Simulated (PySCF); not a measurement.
BeCl2, SMILES [Be]([Cl])[Cl].

Coordinates come from a B3LYP-D3(BJ)/def2-TZVP optimisation. The isomer is the one that the SMILES or the coordinates give; other isomers of the formula were not compared.

Two levels are set side by side: TDDFT-PBE/def2-TZVPD (PySCF) and TDDFT-PBE0/def2-TZVPD (PySCF). Vertical, same geometry. The lowest singlet is HOMO→LUMO 100 % with PBE and HOMO−1→LUMO 98 % with the other functional; states are paired by order. Differences are taken from unrounded values.

| quantity | TDDFT-PBE0 |
|---|---|
| lowest singlet excitation (eV) | 7.64 |
| lowest triplet excitation (TDA) (eV) | 7.23 |
| first bright state (f over 0.05) (eV) | 8.26 |
| its oscillator strength | 0.15 |

What does TDDFT-PBE give, and how far is it from TDDFT-PBE0? (Estimate from the structure and the level; the computed values follow.)


```tsv
quantity	TDDFT-PBE	TDDFT-PBE minus TDDFT-PBE0
lowest singlet excitation (eV)	6.99	-0.65
lowest triplet excitation (TDA) (eV)	6.74	-0.49
first bright state (f over 0.05) (eV)	7.58	-0.68
its oscillator strength	0.10	-0.04
```

Functionals without exact exchange tend to place singlet excitations lower, as here. Differences between two approximate levels are no errors against the true value.

Rough cost on one machine, each run with all the roots and properties that it gave: TDDFT-PBE0 against TDDFT-PBE about 3 times.
